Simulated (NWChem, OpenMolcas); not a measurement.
## Predicting a hybrid from its neighbours: SnF4

SnF4 has 5 atoms, charge 0, and is taken as a singlet. SMILES: `[F][Sn]([F])([F])[F]`. The shape is that of a PBE0-D4/def2-TZVP optimisation.

The HOMO–LUMO gap y, in eV, basis def2-SVP with a core potential; a is the functional's share of exact exchange. Programs: NWChem 7.3.0, OpenMolcas 26.06.

| functional | program | a | y (eV) |
| --- | --- | --- | --- |
| r2SCAN | OpenMolcas | 0 | 6.27 |
| TPSS | OpenMolcas | 0 | 5.77 |
| B3LYP | NWChem | 0.2 | 7.94 |
| PBE0 | NWChem | 0.25 | ? |
| BHLYP | OpenMolcas | 0.5 | 11.79 |

Question: Fit y = c + s·a to the known rows and predict PBE0.

Answer: 
1. Means of the 4 rows: a = 0.1750, y = 7.942.
2. Σ(Δa)² = 0.1675, Σ(Δa·Δy) = 1.9232, so the slope is 1.9232/0.1675 = 11.482.
3. Intercept: 7.942 − (11.482) × 0.1750 = 5.933. The largest residual of the fit is 0.34.
4. PBE0: 5.933 + (11.482) × 0.25 = 8.80 eV.

The run gave 8.66 eV, so the prediction is off by +0.14 eV, within the largest residual. Exact exchange lowers occupied levels and raises empty ones. The rows mix families of semi-local functionals, which the line can't see.
